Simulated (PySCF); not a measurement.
Compound: N-methylaniline, C7H9N.
Z-matrix (Å and degrees, PBE0-D3(BJ)/def2-TZVP geometry), rows numbered from 1:
```
C 
N   1  1.4367
C   2  1.3780  1  121.49
C   3  1.3978  2  122.00  1   -14.79
C   4  1.3872  3  120.32  2  -177.98
C   5  1.3848  4  121.11  3    -0.41
C   6  1.3903  5  118.75  4     0.09
C   7  1.3804  6  120.75  5     0.15
H   1  1.0898  2  108.91  3  -174.60
H   1  1.0992  2  113.17  3   -53.88
H   1  1.0937  2  110.83  3    67.50
H   2  1.0051  1  115.44  3   145.91
H   4  1.0824  3  120.17  2     1.90
H   5  1.0845  4  118.95  3   179.91
H   6  1.0829  5  120.66  4  -179.88
H   7  1.0844  6  120.02  5  -179.81
H   8  1.0858  3  119.19  2    -1.39
```

Probes without a nucleus sit at each ring's centroid and 1 Å off its mean plane on both sides; NICS is minus the shielding there, NICSzz its component along the normal. Level: GIAO B97-2/pcSseg-2 (PySCF, non-relativistic, gas phase) on the PBE0-D3(BJ)/def2-TZVP geometry, one conformer.

Ring bond lengths (Å): C3–C4 1.398, C4–C5 1.387, C5–C6 1.385, C6–C7 1.390, C7–C8 1.380, C8–C3 1.401.

Question: What do the NICS probes read (ppm)?

Answer: 
| ring | type | NICS(0) | NICS(1), two faces | NICS(1)zz, two faces | rms pucker (Å) | centre to ring atoms, mean (Å) |
| --- | --- | --- | --- | --- | --- | --- |
| C3–C4–C5–C6–C7–C8 | 6-membered carbocycle; formal bonds all aromatic | -8.1 | -9.1 / -8.8 | -25.8 / -25.4 | 0.00 | 1.39 |

Question: What do they say, and how far can they be read as aromaticity?

Answer: 
- C3–C4–C5–C6–C7–C8: mean NICS(1)zz -25.6 ppm, shielded, aromatic by this magnetic criterion (flat ring, no four-coordinate atom).

Question: What does the geometric index give? Use HOMA with the parameters of Krygowski (1993).

Answer: 
- C3–C4–C5–C6–C7–C8: HOMA 0.99 = 1 − EN − GEO, with mean bond length 1.390 Å, EN = α(Ropt − mean)² = 0.001 and GEO = α × variance = 0.013. The geometric and the magnetic index point the same way.

Question: How do the values depend on the level or the medium?

Answer: 
| level | NICS(0), C3–C4–C5–C6–C7–C8 | mean NICS(1)zz, C3–C4–C5–C6–C7–C8 |
| --- | --- | --- |
| B97-2/pcSseg-2, gas | -8.1 | -25.6 |
| KT3/pcSseg-2, gas | -7.8 | -24.3 |
| PBE0/pcSseg-2, gas | -8.0 | -25.8 |
| wB97X-D/pcSseg-2, gas | -7.9 | -26.1 |
| WP04/pcSseg-2, IEF-PCM chloroform | -8.3 | -24.9 |
| wB97X-D/pcSseg-2, IEF-PCM chloroform | -7.5 | -25.9 |

The geometry is the same throughout; the continuum's cavity takes Bondi-type radii × 1.2.
